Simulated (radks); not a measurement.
Results of a calculation; reference values are marked as such.
Q: Radial electron density D(r) = 4 pi r^2 rho(r) of an atom or ion with 53 electrons. Code: a radial shooting solver on a logarithmic mesh with Libxc functionals. Model: scalar-relativistic Kohn-Sham, SCAN, spin-polarised, spherical densities, finite nucleus; meta-GGA in the generalised Kohn-Sham scheme; Fermi nuclear charge, rms radius of each element as measured or else 0.836 A^(1/3) + 0.57 fm.

r (bohr),D(r) (e/bohr),spin D(r)
0.001527,5.262,0.00000821
0.00202,8.276,0.0000151
0.002673,12.78,0.0000294
0.003508,19.05,0.0000596
0.004642,27.84,0.000131
0.006093,38.69,0.000294
0.008062,51.48,0.000693
0.01067,63.89,0.00164
0.014,72.48,0.00369
0.01853,74.73,0.00809
0.02451,70.38,0.0163
0.03217,65.72,0.0288
0.04257,69.99,0.0431
0.05632,85.65,0.0483
0.07393,97.82,0.0320
0.09782,90.15,0.00245
0.1284,73.58,0.00932
0.1699,75.36,0.0745
0.2248,84.22,0.0935
0.295,63.34,0.0109
0.3904,33.12,0.0546
0.5165,31.81,0.225
0.678,33.08,0.0995
0.8971,19.02,0.0119
1.187,9.455,0.503
1.558,6.691,0.850
2.061,3.356,0.514
2.706,0.8012,0.128
3.58,0.06838,0.0104
4.737,0.001716,0.000227

What is the nuclear charge?

A: Z = 57. The innermost maximum, from 1s, lies near gamma/Z bohr with gamma = sqrt(1 - (Z/c)^2) = 0.909, here 0.016 bohr (found: 0.0175), and its height grows with Z. The density is that of the lanthanum ion La4+ in [Kr] 4d10 5s2 5p5; the configuration itself is not fixed sharply by these data, and Z only to a few units. D(r) has 4 maxima, at r = 0.0175, 0.0776, 0.219, 0.611 bohr, and minima at 0.0338, 0.145, 0.447 bohr, inside which lie 1.97, 11.20, 28.94 electrons.
